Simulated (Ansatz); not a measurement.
C$_{2}$H$_{7}$BN$_{2}$. Charge 0, multiplicity 1. The bonds changed during the relaxation, so this is another structure than the one it started from. Geometry: relaxed with PBE0-D4/def2-TZVP. It is one conformer, not always the lowest.

```xyz
12

N    -1.001   -0.186    0.704
C     0.338   -0.151   -0.026
N     1.302   -1.138   -0.002
B    -0.213    1.181    0.429
C    -0.101    0.791   -1.101
H    -0.972   -0.580    1.633
H    -1.838   -0.450    0.186
H     1.736   -1.319    0.889
H     1.095   -1.984   -0.513
H    -0.098    2.085    1.191
H    -0.966    0.528   -1.721
H     0.719    1.222   -1.669
```

Problem. What is the dipole moment at B3LYP/def2-TZVPP? (Estimate.)

Solution. The calculation gave: 3.79 D, with components (-1.32, -3.25, 1.43) D in this frame, pointing from negative to positive charge.

Problem. And with PBE, r2SCAN, ωB97M-V? (Estimate.)

Solution. The calculation gave: PBE 3.82 D, r2SCAN 3.83 D, ωB97M-V 3.87 D.

Problem. Give the Mulliken charges with B3LYP, PBE, r2SCAN in def2-TZVPP. (Estimate.)

Solution. Ansatz gave: 
```json
{"atom": "N1", "B3LYP": "-0.15", "PBE": "-0.10", "r2SCAN": "-0.10"}
{"atom": "C2", "B3LYP": "0.10", "PBE": "0.03", "r2SCAN": "0.08"}
{"atom": "N3", "B3LYP": "-0.32", "PBE": "-0.30", "r2SCAN": "-0.38"}
{"atom": "B4", "B3LYP": "-0.07", "PBE": "-0.13", "r2SCAN": "-0.06"}
{"atom": "C5", "B3LYP": "-0.25", "PBE": "-0.20", "r2SCAN": "-0.19"}
{"atom": "H6", "B3LYP": "0.14", "PBE": "0.15", "r2SCAN": "0.14"}
{"atom": "H7", "B3LYP": "0.12", "PBE": "0.13", "r2SCAN": "0.13"}
{"atom": "H8", "B3LYP": "0.14", "PBE": "0.16", "r2SCAN": "0.16"}
{"atom": "H9", "B3LYP": "0.13", "PBE": "0.14", "r2SCAN": "0.15"}
{"atom": "H10", "B3LYP": "0.04", "PBE": "0.02", "r2SCAN": "0.02"}
{"atom": "H11", "B3LYP": "0.04", "PBE": "0.03", "r2SCAN": "0.00"}
{"atom": "H12", "B3LYP": "0.07", "PBE": "0.06", "r2SCAN": "0.05"}
```

B3LYP here is the variant with VWN-RPA as its local correlation; programs differ in this.
